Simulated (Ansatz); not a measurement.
Molecule: GaH, net charge 1, doublet state. 
Geometry from a B3LYP-D3(BJ)/def2-TZVP (Ansatz, a first-principles code) optimisation:
```
Ga
H 1 1.6902
```
Charge +1, spin multiplicity 2.

Parts of the frozen-core correlation energy in cc-pVDZ (Ansatz, hartree). Frozen orbitals: 14; correlated occupied orbitals by spin: 2 and 1; virtual: 16 and 17. UHF or UKS for open shells. Spin-orbit coupling is left out. No relativistic terms.

| term | value |
|---|---|
| reference (HF) | -1923.49521 |
| MP2 opposite-spin | -0.02581 |
| MP2 same-spin | (withheld) |
| CCSD correlation | (withheld) |
| (T) | (withheld) |
| CCSDT minus CCSD(T) | -0.00019 |
| T1 diagnostic | 0.024 |
| largest doubles amplitude | 0.091 |
| <S^2> of the reference | 0.796 |

Question: Some entries are withheld; supply them.

Answer: 
- MP2 same-spin, value: -0.00098
- CCSD correlation, value: -0.04098
- (T), value: -0.00038
